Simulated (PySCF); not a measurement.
NbF4, SMILES [F][Nb]([F])([F])[F] (connectivity only; charge and spin as stated), neutral, multiplicity 2.

Coordinates come from a PBE-D3(BJ)/def2-SVP optimisation. The multiplicity is an assumed one; other spin states were not compared. The isomer is the one that the SMILES or the coordinates give; other isomers of the formula were not compared. The def2 effective core potentials stand for the cores of Nb; spin–orbit coupling is left out.

Computed with PySCF with PBE/def2-TZVPD.

Computed frontier levels, dipole moment and polarisability:
```json
{
 "α spin, highest occupied and lowest empty level": "-5.11 and -3.66 eV",
 "β spin, highest occupied and lowest empty level": "-10.27 and -3.58 eV",
 "dipole_moment": "0.00 D",
 "quadrupole, principal values (traceless, Buckingham form, about the centre of nuclear charge)": "-2.19, -2.19, 4.37 D·Å",
 "mean_static_polarisability": "44.0 bohr³ (6.51 Å³)",
 "polarisability_principal_values": "43.5, 44.2, 44.2 bohr³",
 "⟨S²⟩": "0.751 (pure state 0.75)"
}
```
